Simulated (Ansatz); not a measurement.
`FC1(Br)C=C1` + H–F → `FC1(F)C=C1` + HBr at 700 K and 1 bar (substitution at a C–Br bond).

Computed with Ansatz on PBE0-D4/def2-TZVP structures; ΔE is electronic, products minus reactants. CCSD(T)/CBS is the MP2 limit (def2-TZVPP, def2-QZVPP) plus CCSD(T) − MP2 in def2-TZVPP, frozen cores. This one scheme is used for every species. For Br outer-core shells are correlated without core-valence functions, which leaves a few kJ/mol of doubt a bond. Scalar relativity is left out up to krypton.

| species | CCSD(T)/CBS energy (Eh) | H − E (kJ/mol) | S (J/(mol·K)) |
| --- | --- | --- | --- |
| `FC1(Br)C=C1` | -2788.36793 | 158.6 | 391.9 |
| H–F | -100.39570 | 45.2 | 198.5 |
| `FC1(F)C=C1` | -314.84250 | 161.0 | 357.2 |
| HBr | -2573.91920 | 36.5 | 223.7 |

H − E and S are ideal-gas, rigid-rotor, harmonic terms from PBE0-D4/def2-TZVP. 1 Eh = 2625.50 kJ/mol, R = 8.31446 J/(mol·K).

Problem. By hand: ΔE, ΔH, ΔS and ΔG.

Solution. ΔE = (-314.84250) + (-2573.91920) − (-2788.36793) − (-100.39570) = 0.00193 Eh = 5.1 kJ/mol. Δ(H − E) = 161.0 + 36.5 − 158.6 − 45.2 = -6.3, so ΔH = -1.2 kJ/mol. ΔS = 357.2 + 223.7 − 391.9 − 198.5 = -9.5 J/(mol·K). ΔG = -1.2 − 700 × (-9.5)/1000 = 5.5 kJ/mol.

Problem. By hand: the equilibrium constant, and the temperature at which ΔG would vanish if ΔH and ΔS stayed fixed.

Solution. log₁₀ K = −ΔG/(RT ln 10) = -0.4. ΔG = 0 at ΔH/ΔS = 126 K, though so small a ΔH makes that figure unsure.

TΔS isn't small against ΔH here. The sign of ΔG lies within the doubt. A doubt of 5 kJ/mol in ΔE shifts log₁₀ K by 0.4 here. These are equilibria of isolated gas molecules and say nothing of rates. Largest T1 diagnostic: 0.011 (customary marks: 0.02 for closed shells, 0.045 for open ones).
